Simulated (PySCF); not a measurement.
## CuS₂: one-bond stretch

All numbers come from UPBE0 in PySCF with Cu def2-SVP, S def2-SVP; no relativity; density-fitted integrals.

Rigid scan from the doublet minimum (Cu–S 2.250 Å (×2), S–S 2.076 Å; Cu–S–S 62.5° (×2), S–Cu–S 55.0°). Coordinate: the bond from Cu to the last atom (S) scaled, the rest fixed. Energies in kJ/mol from the minimum.

| scale of one bond | E (kJ/mol) | dipole size (D) | ⟨S²⟩ |
| --- | --- | --- | --- |
| 0.92 | 16.8 | 4.34 | 0.75 |
| 0.96 | 3.8 | 4.46 | 0.75 |
| 1.00 | 0.0 | 4.58 | 0.75 |
| 1.05 | 4.7 | 4.74 | 0.75 |
| 1.12 | 23.4 | 4.94 | 0.75 |
| 1.20 | 55.6 | 5.12 | 0.75 |
| 1.35 | 131.2 | 5.29 | 0.76 |
| 1.55 | 228.5 | – | 1.03 |
| 1.80 | 291.9 | – | 1.54 |
| 2.20 | 319.9 | – | 1.74 |

Spin contamination is strong at 1.55, 1.80, 2.20, so these points are less reliable.

Other spin states or occupations of the open shell can lie lower.
